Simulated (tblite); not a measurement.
Species: C4H7F3O2P (charge -1).
Atom-mapped SMILES: `[CH3:1][CH2:2][P@:3](=[O:4])([O-:5])[CH2:6][C:7]([F:8])([F:9])[F:10]` (hydrogens: H11, H12, H13 on C1; H14, H15 on C2; H16, H17 on C6)

Structure used (GFN2-xTB), in Å, numbered top down from 1:
```xyz
17
C4H7F3O2P angstrom
C     -1.9162    0.3929    0.7732
C     -0.9661   -0.7735    0.9524
P     -0.0624   -1.2146   -0.6138
O     -1.0285   -1.3045   -1.7414
O      0.8916   -2.3226   -0.3619
C      0.9292    0.3786   -0.9578
C      1.8925    0.7941    0.0888
F      2.7770   -0.1301    0.4620
F      2.6679    1.8586   -0.3219
F      1.3181    1.2489    1.2212
H     -2.4332    0.2783   -0.1775
H     -1.3729    1.3362    0.7627
H     -2.6545    0.4333    1.5765
H     -1.5229   -1.6914    1.1673
H     -0.2652   -0.6135    1.7710
H      0.2520    1.2042   -1.1664
H      1.4865    0.1372   -1.8645
```

Computed geometry: GFN2-xTB, gas phase.

Take the most abundant isotopes and a rigid rotor. The values belong to one conformer with, in the numbering `[CH3:1][CH2:2][P@:3](=[O:4])([O-:5])[CH2:6][C:7]([F:8])([F:9])[F:10]`, C1–C2–P3–O4 -48°, C2–P3–C6–C7 60°.

What are A, B and C (MHz)?

Ia = 299.50, Ib = 604.33, Ic = 709.90 u·Å²; 505379 MHz·u·Å²/I gives A = 1687, B = 836.3, C = 711.9 MHz.

What kind of rotor is it?

An asymmetric top; Ray's κ = -0.745.

Is it planar, by Δ = Ic − Ia − Ib?

Not planar: Δ = Ic − Ia − Ib = -193.93 u·Å². For a rigid frame Δ = −2 Σ m c², so Σ m c² = 96.97 u·Å² lies off the ab plane: 10.97 from hydrogen and 85.99 from heavier atoms. The atom farthest from that plane is 1.69 Å away.

Give the other two planar moments, Paa and Pbb, and the rms extents of the mass along the axes.

Paa = Σ m a² = (Ib + Ic − Ia)/2 = 507.36 and Pbb = Σ m b² = (Ia + Ic − Ib)/2 = 202.54 u·Å². With the mass M = 175.01 u, the rms extents √(P/M) along a, b and c are 1.70, 1.08, 0.74 Å.

List the rotational levels J(Ka,Kc) to J = 2 (MHz).

Above 0(0,0):
J = 1: 1(0,1) 1548, 1(1,1) 2399, 1(1,0) 2524
J = 2: 2(0,2) 4632, 2(1,2) 5371, 2(1,1) 5744, 2(2,1) 8298, 2(2,0) 8310

Its lowest GFN2-xTB frequency is 6 cm⁻¹, too small to tell a flat minimum from a shallow saddle. Zero-point vibration and centrifugal distortion are left out.

Time: 0.39 s of wall time. Hardware: one thread, Arm Neoverse V1 (aarch64), shared host. This is the geometry optimisation.
